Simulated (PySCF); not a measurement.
Dipole moment and polarisability of `O=C=Nc1ccccc1F`

Species: C7H4FNO.
SMILES with atom numbers: `[O:1]=[C:2]=[N:3][c:4]1[cH:5][cH:6][cH:7][cH:8][c:9]1[F:10]` (hydrogens: H11 on C5; H12 on C6; H13 on C7; H14 on C8)

Geometry (PBE0-D3(BJ)/def2-SVP, Å), atoms numbered from 1 in this order:
```
atom  x, y, z in Å
O1     4.2033    0.1260   -0.5854
C2     3.0965    0.3978   -0.3429
N3     1.9980    0.8118   -0.0618
C4     0.6857    0.3952    0.0122
C5    -0.3282    1.2830    0.3847
C6    -1.6504    0.8537    0.4557
C7    -1.9768   -0.4684    0.1562
C8    -0.9780   -1.3669   -0.2171
C9     0.3343   -0.9299   -0.2846
F10    1.3034   -1.7718   -0.6404
H11   -0.0520    2.3132    0.6152
H12   -2.4314    1.5587    0.7471
H13   -3.0134   -0.8064    0.2121
H14   -1.1968   -2.4087   -0.4584
```

Level: PBE0/def2-SVPD (PySCF), static field, nuclei fixed, core orbitals frozen in the response. The polarisability tensor in these axes (au):

```
x   137.34   1.05 -12.27
y     1.05  86.59   9.38
z   -12.27   9.38  54.46
```

Problem. What are the eigenvalues, a third of the trace, and Δα (Δα² = ½Σ(αi − αj)² over the three pairs)?

Solution. Principal values 50.24, 89.04 and 139.12 au; mean 92.80 au = 13.75 Å³ = 15.30 × 10⁻⁴⁰ C²·m²/J; Δα = 77.18 au (83 % of the mean).

Problem. What is the dipole moment, and where does it point?

Solution. (-3.18, 0.45, 0.57) D, 3.27 D in size, pointing from the negative to the positive side. Measured along this direction, the outermost atoms are O1 at the negative end and H13 at the positive end.

Problem. Find the Langevin capture rate constant for H3O+ (19.018 u) meeting this molecule (137.028 u), k = 2.342 × 10⁻⁹ cm³/s × √(α in Å³ / reduced mass in u).

Solution. The reduced mass is 16.70 u, so k = 2.13 × 10⁻⁹ cm³/s. The formula leaves out the permanent dipole, which adds to the capture rate.

Problem. Form Σ f/ω² (atomic units) for the 6 lowest TDDFT singlets, given as eV and f, and set it beside the mean polarisability, which is this sum over all singlets: 5.11, 0.0277; 5.58, 0.2541; 5.79, 0.0007; 6.49, 0.3066; 6.56, 0.0016; 6.61, 0.0004.

Solution. They add up to 12.27 au, 13.2 % of the 92.80 au; the largest single term is 6.04 au, from the state at 5.58 eV. Terms in order: 0.79, 6.04, 0.01, 5.39, 0.03, 0.01 au. Higher excitations give the rest. The strengths listed sum to 0.591.

Problem. Give the eigenvalues of the traceless quadrupole moment Θ = ½Σq(3rr − r²1), origin at the centre of nuclear charge.

Solution. -3.86, -2.19, 6.05 D·Å. The values depend on the origin, since the dipole doesn't vanish. The electronic extent ⟨r²⟩ about the same centre is 1433 bohr², a root-mean-square distance of 2.39 Å for the 70 electrons.

Geometry: PBE0-D3(BJ)/def2-SVP, one conformer, isolated molecule.
